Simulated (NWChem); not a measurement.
AlH₂O₂F; SMILES [OH][Al]([F])[OH]

```xyz
6

Al    -0.0091     0.0332     0.0000
F     -1.6367     0.3100     0.0000
O      1.0347     1.3753     0.0000
H      1.9885     1.2256     0.0000
O      0.6119    -1.5533     0.0000
H      0.0155    -2.3120     0.0000
```
Atoms are numbered in this order, from 1.

Results from NWChem. Pople sets run with spherical d functions. STO-3G and 3-21G are far too small for this property and stand as cheap habits. Structure relaxed at the B3LYP/6-31G* (spherical d) level. Field at 589 nm.

```
level              isotropic polarisability (bohr³)  anisotropy (bohr³)  relative time
-----------------  --------------------------------  ------------------  -------------
B3LYP/STO-3G                                   14.8                15.1              1
B3LYP/6-31G*                                   24.0                 8.0              5
B3LYP/def2-SVP                                 23.3                 7.7              5
B3LYP/def2-SVPD                                31.8                 5.3             20
B3LYP/aug-cc-pVDZ                              31.9                 5.8             40
```

Times are rough ratios from one shared machine.
